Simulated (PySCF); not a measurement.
A structure optimised at B3LYP-D3(BJ)/def2-SVP, used in a PySCF frequency run:

```xyz
7

C      0.0000     0.0000    -2.3375
C      0.0000     0.0000    -1.1304
C      0.0000     0.0000     0.3391
F      1.0829     0.6252     0.8217
F      0.0000    -1.2504     0.8217
F     -1.0829     0.6252     0.8217
H      0.0000     0.0000    -3.4126
```

Q: Write its SMILES, formula and point group.

A: C#CC(F)(F)F, C3HF3, C3v

Q: What are its rotational constants (standard atomic weights)?

A: 5.6712, 2.8588, 2.8588 GHz
